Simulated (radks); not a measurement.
Values are calculated unless marked as measured or tabulated.
Trend from Cu3+ to Au3+: ionisation energy by Delta-SCF between NIST ground configurations, and size. Code: a radial shooting solver on a logarithmic mesh with Libxc functionals. Model: Dirac Kohn-Sham, BLYP, spin-unpolarised, spherical densities, finite nucleus; open shells fill j = l - 1/2 first; Fermi nuclear charge, rms radius of each element as measured or else 0.836 A^(1/3) + 0.57 fm.

\begin{tabular}{lrrrrrr}
species & configuration & configuration of the ion & IE (eV) & NIST (eV) & kind & r at 0.001 e/bohr^3 (bohr) \\ \hline
Cu3+ & [Ar] 3d8 & [Ar] 3d7 & 59.511 & 57.38 & semi-emp. & 2.66 \\
Ag3+ & [Kr] 4d8 & [Kr] 4d7 & 51.237 & 49 & theory & 3.09 \\
Au3+ & [Xe] 4f14 5d8 & [Xe] 4f14 5d7 & 46.641 & 45 & theory & 3.31 \\
\end{tabular}

Reference values: NIST Atomic Spectra Database (exp. = measured, semi-emp. = semi-empirical, theory = theoretical value adopted there). Spin polarisation and multiplet splitting are left out, so open shells lie too high by an amount that depends on their filling.

Beside tabulated values, note that spin-unpolarised runs miss the spin-polarisation part of the exchange energy of open shells.
